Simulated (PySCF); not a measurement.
A run for PySCF: U-HF/6-31G* on Cl2H2Si (SMILES Cl[SiH2]Cl), a point of a bond scan (R = 1.617 Å).

```python
from pyscf import gto, scf, dft, mp
from pyscf.data.elements import chemcore

mol = gto.M(
    atom='''
    Cl   -1.67606876    0.43374004   -0.00367205
    Si   -0.01146751   -0.76596349    0.02370896
    Cl    1.68829371    0.38281595   -0.02160291
    H    -0.01705301   -1.61873123    1.39758473
    H    -0.03073375   -1.61675610   -1.17493812
    ''',
    basis='6-31g*',
    cart=True,
    charge=0, spin=0, verbose=3, max_memory=1800)
mf = scf.UHF(mol)
mf.conv_tol = 1e-8
mf.max_cycle = 100
mf.init_guess_breaksym = True
mf.kernel()
if not mf.converged:
    mf = mf.newton().run(mf.mo_coeff, mf.mo_occ)
for _ in range(4):
    mo, _, stable, _ = mf.stability(return_status=True)
    if stable:
        break
    mf.kernel(mf.make_rdm1(mo, mf.mo_occ))
```

Program output:

```
converged SCF energy = -1209.13293290974  <S^2> = 6.995009e-10  2S+1 = 1
<class 'pyscf.scf.uhf.UHF'> wavefunction is stable in the internal stability analysis
```

The run converged.

Cost: around 1.6 core-seconds (rough).
